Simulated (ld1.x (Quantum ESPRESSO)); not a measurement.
# Logarithmic derivatives: Eu (Z = 63), TM

ld1.x (Quantum ESPRESSO) 7.5 input, shortened:

```
&input
   title='Eu', zed=63., rel=1, dft='PZ', iswitch=3,
   config='[Xe] 4f6 5d0 6s0 6p0'
 /
 &inputp
   pseudotype=2, tm=.true., lloc=2,
   nlcc=.true., rcore=1.20
 /
4
5S  1  0   2.00   0.00  1.35  1.35  0.0
5P  2  1   6.00   0.00  2.50  2.50  0.0
4F  4  3   6.00   0.00  1.25  1.25  0.0
5D  3  2   0.00   0.00  2.45  2.45  0.0
 &test
   configts(1)='4f6 5s2 5p6 5d0 6s0 6p0'
 /
```

The phase is arctan(r·u′/u) with u = r·R(r), unwrapped; energies in Ry, scanned from -7 to 5 Ry. A pole is an energy at which the radial function vanishes at the test radius. The pseudo phase is shifted by a multiple of π to meet the all-electron one at the reference energy, and phase errors are pseudo minus all-electron; the curves can meet again beyond the range given. Levels narrower than the energy grid can be missing from the lists of poles.

| channel | radius (bohr) | reference energy (Ry) | poles, all-electron | poles, pseudo | unbroken range about the reference energy with phases within 0.05 rad | phase error 1 Ry above the reference energy (rad) |
| --- | --- | --- | --- | --- | --- | --- |
| s | 2.69 | -5.37 | -5.27, 1.89 | -5.27, 2.76 | below -2.3 | +0.003 |
| p | 2.69 | -3.76 | -3.49, 3.43 | -3.50, 1.63 | below -1.9 | -0.013 |
| d | 2.69 | -1.82 | -0.92 | -0.93 | below 1.3 | -0.002 |
| f | 2.69 | -2.46 | -2.42, 2.24 | -2.42, 2.92 | below -0.7 | +0.010 |

Note: ghost state, extra bound levels that the all-electron valence spectrum of the same l lacks: s at -183.6 eV. A true bound ghost makes a file unfit for plane-wave use.

Phases in the s channel:

| E (Ry) | all-electron | pseudo |
| --- | --- | --- |
| -7.00 | 1.375 | 1.375 |
| -6.74 | 1.364 | 1.365 |
| -6.48 | 1.350 | 1.351 |
| -6.22 | 1.330 | 1.331 |
| -5.96 | 1.293 | 1.295 |
| -5.70 | 1.188 | 1.190 |
| -5.44 | -0.837 | -0.835 |
| -5.18 | -1.637 | -1.636 |
| -4.92 | -1.715 | -1.713 |
| -4.66 | -1.751 | -1.749 |
| -4.40 | -1.776 | -1.773 |
| -4.14 | -1.799 | -1.795 |
| -3.88 | -1.822 | -1.817 |
| -3.62 | -1.847 | -1.839 |
| -3.36 | -1.875 | -1.866 |
| -3.10 | -1.910 | -1.897 |
| -2.84 | -1.954 | -1.935 |
| -2.58 | -2.013 | -1.984 |
| -2.32 | -2.096 | -2.049 |
| -2.06 | -2.221 | -2.142 |
| -1.80 | -2.425 | -2.282 |
| -1.54 | -2.773 | -2.506 |
| -1.28 | -3.290 | -2.867 |
| -1.02 | -3.786 | -3.354 |
| -0.76 | -4.105 | -3.794 |
| -0.50 | -4.292 | -4.084 |
| -0.24 | -4.409 | -4.262 |
| 0.02 | -4.487 | -4.377 |
| 0.28 | -4.544 | -4.455 |
| 0.54 | -4.586 | -4.511 |
| 0.80 | -4.620 | -4.554 |
| 1.06 | -4.647 | -4.588 |
| 1.32 | -4.671 | -4.616 |
| 1.58 | -4.691 | -4.639 |
| 1.84 | -4.709 | -4.659 |
| 2.10 | -4.726 | -4.676 |
| 2.36 | -4.742 | -4.691 |
| 2.62 | -4.757 | -4.705 |
| 2.88 | -4.772 | -4.718 |
| 3.14 | -4.787 | -4.731 |
| 3.40 | -4.803 | -4.742 |
| 3.66 | -4.820 | -4.754 |
| 3.92 | -4.839 | -4.765 |
| 4.18 | -4.860 | -4.777 |
| 4.44 | -4.884 | -4.788 |
| 4.70 | -4.913 | -4.800 |
| 4.96 | -4.949 | -4.813 |
